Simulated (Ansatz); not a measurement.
Consider the redistribution: `F[SiH]([SiH3])S` + `O=CBCl` → `O=C[SiH](F)[SiH3]` + `SBCl`.

Calculated with Ansatz (gas phase, PBE0-D4/def2-TZVP geometries, no zero-point term in ΔE). CBS: MP2 limit from def2 TZ/QZ plus the TZ coupled-cluster correction, frozen cores. This one scheme is used for every species. One conformer a species, not always the lowest.

```tsv
species	MP2/CBS(def2) energy (Eh)
`F[SiH]([SiH3])S`	-1078.73787
`O=CBCl`	-598.93616
`O=C[SiH](F)[SiH3]`	-794.12939
`SBCl`	-883.54724
```

**Question.** Work out ΔE.

**Answer.** ΔE = (-794.12939) + (-883.54724) − (-1078.73787) − (-598.93616) = -0.00260 Eh = -1.6 kcal/mol. CCSD(T)/CBS gives -1.8 kcal/mol.

Largest T1 diagnostic among the species: 0.016.

In def2-TZVPP, CCSD(T) changes the Hartree–Fock value by −1.8 kcal/mol (the triples alone add −0.3 kcal/mol) and MP2 by −1.6 kcal/mol. From PBE to PBE0 (25 % exact exchange), in def2-TZVPP and without D4, ΔE moves by +0.7 kcal/mol.
